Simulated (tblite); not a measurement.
Compound: C5H12F2GeO.
Numbering: `[CH3:1][C@@H:2]([O:3][GeH:4]([CH3:5])[CH3:6])[CH:7]([F:8])[F:9]` (hydrogens: H10, H11, H12 on C1; H13 on C2; H14 on Ge4; H15, H16, H17 on C5; H18, H19, H20 on C6; H21 on C7)

Computed with GFN2-xTB (tblite), gas phase: L-BFGS steps from a force-field or distance-geometry start until the largest atomic force falls under 0.01 eV/Å.

Step 129: E = -879.0472 eV
```
atom  x, y, z in Å  |  force x, y, z in eV/Å
C1     -2.5045    1.0743    0.5849   -0.015  -0.005  -0.005
C2     -1.4579    0.0664    0.1180   -0.015  -0.013  -0.011
O3     -0.1996    0.6425    0.2060   -0.031   0.022  -0.040
Ge4     1.4000   -0.1688    0.1252   -0.028   0.006  -0.002
C5      2.5235    1.4411    0.3657   -0.009  -0.024   0.022
C6      1.5666   -1.0865   -1.6327    0.032   0.008   0.007
C7     -1.5484   -1.2079    0.9591    0.036  -0.022  -0.047
F8     -0.7966   -2.1817    0.3703    0.010  -0.010   0.060
F9     -1.0243   -1.0265    2.1885    0.014   0.000  -0.003
H10    -3.5059    0.6723    0.4594   -0.019  -0.006  -0.003
H11    -2.4076    1.9817   -0.0044    0.011   0.005   0.043
H12    -2.3363    1.3117    1.6329    0.016   0.024  -0.032
H13    -1.6724   -0.2516   -0.9171   -0.003   0.045   0.023
H14     1.5190   -1.1397    1.2854   -0.003  -0.006  -0.005
H15     2.9994    1.4284    1.3414    0.031   0.016   0.001
H16     3.2996    1.5054   -0.3894    0.017  -0.019  -0.013
H17     1.9039    2.3305    0.3021   -0.020  -0.042  -0.020
H18     1.5591   -0.3572   -2.4394   -0.043   0.014   0.025
H19     0.7506   -1.7865   -1.7815   -0.020  -0.002  -0.016
H20     2.4967   -1.6419   -1.6916    0.017   0.017   0.040
H21    -2.5738   -1.5891    1.0714    0.021  -0.008  -0.023
```

Step 130: E = -879.0481 eV
```
atom  x, y, z in Å  |  force x, y, z in eV/Å
C1     -2.5032    1.0751    0.5895   -0.008  -0.015   0.016
C2     -1.4569    0.0682    0.1171   -0.033  -0.016   0.007
O3     -0.1983    0.6424    0.2058   -0.028   0.024  -0.029
Ge4     1.4006   -0.1702    0.1282   -0.018  -0.004  -0.011
C5      2.5216    1.4423    0.3629    0.020  -0.024  -0.008
C6      1.5671   -1.0885   -1.6302    0.021   0.007   0.019
C7     -1.5491   -1.2092    0.9546    0.043  -0.022  -0.044
F8     -0.7905   -2.1805    0.3699    0.007   0.000   0.052
F9     -1.0333   -1.0293    2.1882    0.005   0.002  -0.019
H10    -3.5049    0.6770    0.4576   -0.030  -0.023   0.005
H11    -2.4049    1.9853    0.0068    0.026   0.036   0.018
H12    -2.3383    1.3085    1.6396    0.019   0.002  -0.055
H13    -1.6724   -0.2447   -0.9196   -0.006   0.041   0.033
H14     1.5216   -1.1411    1.2906   -0.007   0.010  -0.020
H15     3.0002    1.4339    1.3369    0.016   0.028   0.021
H16     3.2994    1.5050   -0.3917   -0.006  -0.025  -0.012
H17     1.8998    2.3300    0.2927   -0.009  -0.047  -0.004
H18     1.5565   -0.3603   -2.4380   -0.037   0.009   0.034
H19     0.7518   -1.7901   -1.7764   -0.013  -0.001  -0.018
H20     2.4982   -1.6424   -1.6881    0.017   0.018   0.032
H21    -2.5740   -1.5944    1.0581    0.021  -0.001  -0.016
```

Step 131: E = -879.0491 eV
```
atom  x, y, z in Å  |  force x, y, z in eV/Å
C1     -2.5023    1.0761    0.5918   -0.003  -0.011   0.018
C2     -1.4570    0.0687    0.1173   -0.028  -0.013   0.009
O3     -0.1977    0.6411    0.2027   -0.019   0.031  -0.011
Ge4     1.3998   -0.1740    0.1300   -0.006  -0.007  -0.010
C5      2.5181    1.4402    0.3616    0.039  -0.012  -0.006
C6      1.5683   -1.0890   -1.6299    0.014   0.006   0.030
C7     -1.5479   -1.2090    0.9534    0.037  -0.013  -0.038
F8     -0.7838   -2.1790    0.3758    0.018  -0.011   0.018
F9     -1.0388   -1.0275    2.1890    0.011   0.015   0.008
H10    -3.5045    0.6814    0.4527   -0.026  -0.022   0.020
H11    -2.3989    1.9879    0.0135    0.026   0.050  -0.002
H12    -2.3406    1.3086    1.6427    0.015  -0.021  -0.055
H13    -1.6748   -0.2405   -0.9193   -0.013   0.023   0.017
H14     1.5236   -1.1469    1.2920   -0.015   0.024  -0.027
H15     3.0000    1.4366    1.3345   -0.009   0.033   0.022
H16     3.2968    1.5041   -0.3920   -0.011  -0.031  -0.027
H17     1.8926    2.3252    0.2865    0.004  -0.051   0.012
H18     1.5530   -0.3580   -2.4353   -0.025   0.000   0.034
H19     0.7547   -1.7927   -1.7768   -0.006  -0.004  -0.019
H20     2.5017   -1.6394   -1.6874    0.006   0.024   0.018
H21    -2.5713   -1.5970    1.0515   -0.008  -0.008  -0.010
```

Question: Estimate the geometry and energy of step 132. (The exact step hangs on the optimiser's Hessian estimate; all steps are aligned on step 131, rigid shifts and turns removed.)

Answer: E = -879.0503 eV, largest force 0.060 eV/Å
```
atom  x, y, z in Å  |  force x, y, z in eV/Å
C1     -2.5021    1.0757    0.6001    0.005  -0.002   0.013
C2     -1.4573    0.0720    0.1172   -0.018  -0.009   0.006
O3     -0.1982    0.6445    0.2062   -0.009   0.017   0.004
Ge4     1.3992   -0.1723    0.1347    0.007  -0.002  -0.001
C5      2.5198    1.4425    0.3543    0.057  -0.007  -0.018
C6      1.5658   -1.0942   -1.6216   -0.012   0.009   0.034
C7     -1.5490   -1.2138    0.9409    0.015  -0.007   0.008
F8     -0.7709   -2.1755    0.3695    0.014  -0.006   0.003
F9     -1.0574   -1.0374    2.1857   -0.005   0.012  -0.025
H10    -3.5049    0.6844    0.4536   -0.016  -0.014   0.034
H11    -2.3936    1.9930    0.0316    0.016   0.051  -0.017
H12    -2.3399    1.3012    1.6523    0.001  -0.041  -0.043
H13    -1.6748   -0.2242   -0.9227   -0.018   0.001   0.005
H14     1.5288   -1.1386    1.3026   -0.025   0.029  -0.033
H15     3.0040    1.4479    1.3260   -0.023   0.029   0.027
H16     3.2996    1.4999   -0.3994   -0.028  -0.036  -0.026
H17     1.8952    2.3274    0.2709    0.007  -0.050   0.016
H18     1.5449   -0.3644   -2.4283   -0.009  -0.011   0.033
H19     0.7531   -1.8003   -1.7654    0.015   0.003  -0.014
H20     2.5011   -1.6414   -1.6766    0.003   0.025   0.002
H21    -2.5723   -1.6097    1.0225    0.025   0.008  -0.007
```

The energy changes by -0.0011 eV. The first-order estimate −F·Δx gives -0.0017 eV and the mean of the old and new forces, exact on a quadratic surface, -0.0011 eV. The step makes an angle of 81° with the force vector and moves no atom by more than 0.032 Å.

The cost below is that of the whole relaxation. Hardware: an Intel Xeon Platinum 8259CL at 2.50 GHz with one thread, no GPU, shared host. Cost: 3.4 s.
